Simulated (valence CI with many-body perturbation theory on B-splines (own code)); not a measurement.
# Er³⁶⁺: what the settings do

Calculated by valence CI with perturbative core correlation (CI+MBPT): four valence electrons over a frozen Dirac-Fock core [Ar] 3d10, radial functions for each j: 6 s, 6 p, 5 d, 3 f, 1 g, with the one-electron correlation potential Σ1 (screened to all orders), the two-electron term Σ2, the three-electron term Σ3, Breit, model QED; selected single and double excitations, second order for the rest, scaled by the run's own slope (own B-spline code, finite nucleus).

No measured spectrum was set against this ion. As an estimate, large intervals hold to a few tenths of a per cent, small ones and those within an open d or f shell to about a per cent.

The reference run has the lowest level (4s^2 4p1/2^2) J=0 and an ionisation energy of 1626.54 eV. Its largest variational space holds 9995 state functions.

Levels are named by their leading jj configuration (3d3/2^4 stands for four electrons in 3d with j = 3/2), which in mixed levels can hold well under half, so a name can repeat and another be missing. Letters in brackets count levels of one name in rising energy.

| Level | Reference (cm⁻¹) | Shift (cm⁻¹) |
| --- | --- | --- |
| (4s^2 4p1/2 4p3/2) J=1 | 458031 | -164 |
| (4s^2 4p1/2 4p3/2) J=2 | 488479 | -165 |
| (4s^2 4p3/2^2) J=2 | 969415 | -330 |
| (4s^2 4p3/2^2) J=0 | 1036030 | -331 |
| (4s 4p1/2^2 4p3/2) J=2 | 1112490 | -98 |
| (4s 4p1/2^2 4p3/2) J=1 | 1216820 | -99 |
| (4s^2 4p1/2 4d3/2) J=2 | 1520600 | -38 |
| (4s 4p1/2 4p3/2^2) J=2 [a] | 1531060 | -224 |
| (4s 4p1/2 4p3/2^2) J=3 | 1589510 | -230 |
| (4s^2 4p1/2 4d3/2) J=1 | 1639300 | -76 |
| (4s 4p1/2 4p3/2^2) J=0 | 1660350 | -258 |
| (4s^2 4p1/2 4d5/2) J=2 | 1706400 | -164 |

The ionisation energy moves by -0.17 eV.

Problem. Which of these changes was made?
A. averaging of valence orbitals over low configurations on → off
B. scale of Σ1 1 → 0.9
C. size limit of the variational space 10000 → 1500; highest l in the core sums 6 → 5; second order for the rest on → off

Solution. B. scale of Σ1 1 → 0.9.
